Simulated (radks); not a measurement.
All-electron atom: Ag2+ in [Kr] 4d8 4f1 (not the ground configuration). All-electron calculation, Dirac Kohn-Sham, LDA (Slater exchange, Perdew-Wang correlation), spin-unpolarised, spherical densities, point nucleus; open shells fill j = l - 1/2 first. Program: a radial shooting solver on a logarithmic mesh with Libxc functionals.

Unscreened Slater integrals over Kohn-Sham orbitals (hartree). Large and small components are both included. Empty in this configuration: 4f7/2.

F0(4f5/2,4f5/2): 0.16847
F2(4f5/2,4f5/2): 0.087277
F4(4f5/2,4f5/2): 0.056773
F0(4f5/2,4d5/2): 0.22046
F2(4f5/2,4d5/2): 0.033029
F4(4f5/2,4d5/2): 0.012787
G1(4f5/2,4d5/2): 0.018626
G3(4f5/2,4d5/2): 0.010525
G5(4f5/2,4d5/2): 0.0071543
F0(4f5/2,4d3/2): 0.22053
F2(4f5/2,4d3/2): 0.032515
G1(4f5/2,4d3/2): 0.018157
G3(4f5/2,4d3/2): 0.010259
F0(4f5/2,4p3/2): 0.22163
F2(4f5/2,4p3/2): 0.023202
G2(4f5/2,4p3/2): 0.0069509
G4(4f5/2,4p3/2): 0.0045002
F0(4f5/2,4f7/2): 0.16845
F2(4f5/2,4f7/2): 0.087275
F4(4f5/2,4f7/2): 0.056774
G2(4f5/2,4f7/2): 0.087272
G4(4f5/2,4f7/2): 0.056772
G6(4f5/2,4f7/2): 0.041526
F0(4d5/2,4d5/2): 0.71876
F2(4d5/2,4d5/2): 0.35954
F4(4d5/2,4d5/2): 0.23567
F0(4d5/2,4d3/2): 0.72272
F2(4d5/2,4d3/2): 0.36147
G2(4d5/2,4d3/2): 0.36127
G4(4d5/2,4d3/2): 0.23684
F0(4d5/2,4p3/2): 0.79599
F2(4d5/2,4p3/2): 0.39514
G1(4d5/2,4p3/2): 0.49928
G3(4d5/2,4p3/2): 0.30566
F0(4d5/2,4f7/2): 0.22037
F2(4d5/2,4f7/2): 0.032983
F4(4d5/2,4f7/2): 0.012760
G1(4d5/2,4f7/2): 0.018577
G3(4d5/2,4f7/2): 0.010498
G5(4d5/2,4f7/2): 0.0071361
F0(4d3/2,4d3/2): 0.72676
F2(4d3/2,4d3/2): 0.36351
F0(4d3/2,4p3/2): 0.80140
F2(4d3/2,4p3/2): 0.39901
G1(4d3/2,4p3/2): 0.50519
G3(4d3/2,4p3/2): 0.30943
F0(4d3/2,4f7/2): 0.22044
F2(4d3/2,4f7/2): 0.032470
G3(4d3/2,4f7/2): 0.010227
G5(4d3/2,4f7/2): 0.0069520
F0(4p3/2,4p3/2): 0.90333
F2(4p3/2,4p3/2): 0.47289
F0(4p3/2,4f7/2): 0.22154
F2(4p3/2,4f7/2): 0.023160
G2(4p3/2,4f7/2): 0.0069235
G4(4p3/2,4f7/2): 0.0044826
F0(4f7/2,4f7/2): 0.16843
F2(4f7/2,4f7/2): 0.087274
F4(4f7/2,4f7/2): 0.056775
F6(4f7/2,4f7/2): 0.041528
